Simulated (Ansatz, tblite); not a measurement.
Isomers of Te4Pb4 (singlet), found by a short tight-binding search and relaxed with PBE-D4/def2-SVP in Ansatz.

In the def2 sets Pb, Te take a core potential; there is no spin–orbit coupling. The xTB rows come from tblite.

Other spin states weren't relaxed.

A:

```xyz
8

Pb   -0.874    1.021   -2.120
Pb    2.437    0.547    0.252
Pb   -1.269    0.923    1.958
Pb   -0.294   -2.491   -0.090
Te    0.325    2.753    0.097
Te    0.964   -1.130    2.343
Te   -2.694   -0.604   -0.276
Te    1.405   -1.019   -2.164
```

B:

Cartesian coordinates in Å:
```
Pb -1.8105 -1.1773 -1.5857
Pb 1.3974 -2.0714 0.6146
Pb -0.1427 1.7654 -1.8974
Pb -2.1501 1.2127 0.8034
Te 2.3954 0.3988 1.8599
Te -1.4965 -1.5950 1.4039
Te 0.6547 2.3329 0.9643
Te 1.1523 -0.8661 -2.1628
```

**Question.** Estimate which lies lowest at each level, and how far above it the others are (kJ/mol).

**Answer.** 
```csv
level,A,B
GFN1-xTB,0.0,139.9
GFN2-xTB,0.0,36.6
PBE-D4/def2-TZVP,0.0,86.4
r2SCAN-D4/def2-TZVP,0.0,96.9
PBE0-D4/def2-TZVP,0.0,95.0
```
Point groups (tolerance 0.1 Å): A Td, B Cs. Lower isomers may exist.
